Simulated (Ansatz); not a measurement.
Geometry optimisation, Ansatz 0.2.0, RKS B3LYP-D4/def2-SVP.

The input (input.yaml):

```yaml
crystal:
  periodic: [false, false, false]
  atoms:
    - { symbol: B, position_ang: [-0.00659, 0.257742, -0.019506] }
    - { symbol: H, position_ang: [-0.008849, 0.381344, 1.170875] }
    - { symbol: F, position_ang: [1.126579, 0.251335, -0.684133] }
    - { symbol: F, position_ang: [-1.139555, 0.192925, -0.681644] }
    - { symbol: Cl, position_ang: [0.081728, -2.597306, 1.085479] }
    - { symbol: H, position_ang: [0.075587, -1.409739, 1.688629] }
basis:
  gaussian: { orbitals: def2-SVP }
hamiltonian:
  xc: b3lyp
  dispersion: d4
relax:
  f_tol: 0.03
  max_steps: 50
output:
  orbitals: {}
```

Launched with:

```bash
$ ansatz run input.yaml --threads 1 --pin off --max-ram 2048MiB --backend cpu --events-out ev --progress --plain --runs-dir out
```

Question: Where does it end, and by what steps?

Answer: The forces met the threshold. After 13 steps the energy has fallen by 0.107 eV; H6 moved furthest, 0.80 Å.

```
step  energy less start (eV)  largest force component (eV/Å)  accepted
   0                  0.0000                           1.106       yes
   1                 -0.0544                           0.605       yes
   2                 -0.0213                           1.181        no
   3                 -0.0666                           0.427       yes
   4                 -0.0792                           0.320       yes
   5                 -0.0933                           0.091       yes
   6                 -0.0982                           0.192       yes
   7                 -0.1002                           0.232       yes
   8                 -0.0833                           1.031        no
   9                 -0.1052                           0.201       yes
  10                 -0.0986                           0.396        no
  11                 -0.1061                           0.134       yes
  12                 -0.1061                           0.105       yes
  13                 -0.1065                           0.019       yes
```

```xyz
6
Properties=species:S:1:pos:R:3
B -0.013 0.396 -0.114
H -0.022 0.744 1.036
F 1.120 0.275 -0.773
F -1.137 0.208 -0.771
Cl 0.075 -2.513 0.992
H 0.105 -2.033 2.190
```

Whether the end is a true minimum wasn't checked by a vibrational analysis.

Time of the run: 17 s on 1 thread of Intel(R) Xeon(R) 6975P-C (Granite Rapids), on a shared host, peak memory 0.15 GiB.
